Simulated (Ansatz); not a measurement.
Reaction (ligand exchange at the Si–F bond): `C[SiH](C)[SiH2]F` + HCl → `C[SiH](C)[SiH2]Cl` + H–F

Computed with Ansatz on PBE0-D4/def2-TZVP structures; ΔE is electronic, products minus reactants. CBS: MP2 limit from def2 TZ/QZ plus the TZ coupled-cluster correction, frozen cores. This one scheme is used for every species. DFT in def2-TZVPP. B3LYP here is the variant with VWN-RPA as its local correlation; programs differ in this. One conformer a species, not always the lowest.

Is it downhill or uphill in electronic energy at CCSD(T)/CBS, and by how much? (Best estimate.)

Ansatz gave: Uphill: ΔE = +0.24 eV.

What do these levels give: r2SCAN-D4, PBE0-D4, B3LYP-D4, ωB97X-V, B2PLYP, r2SCAN, B3LYP, HF/def2-TZVPP, CCSD(T)/def2-TZVPP, MP2/def2-QZVPP, SCS-MP2/def2-QZVPP, CCSD/CBS(def2)? (An estimate is asked.)

The calculation gave: r2SCAN-D4 0.27, PBE0-D4 0.18, B3LYP-D4 0.29, ωB97X-V 0.29, B2PLYP 0.33, r2SCAN 0.28, B3LYP 0.37, HF/def2-TZVPP 0.41, CCSD(T)/def2-TZVPP 0.28, MP2/def2-QZVPP 0.20, SCS-MP2/def2-QZVPP 0.27, CCSD/CBS(def2) 0.26 eV.

Largest T1 diagnostic among the species: 0.011.

The D4 term adds −0.08 eV with B3LYP and −0.05 eV with PBE0; it sums over pairs of atoms, weighted by their polarisabilities, and B3LYP, whose exchange is more repulsive, gets the larger term. In def2-TZVPP, CCSD(T) changes the Hartree–Fock value by −0.13 eV (the triples alone add −0.03 eV) and MP2 by −0.20 eV.
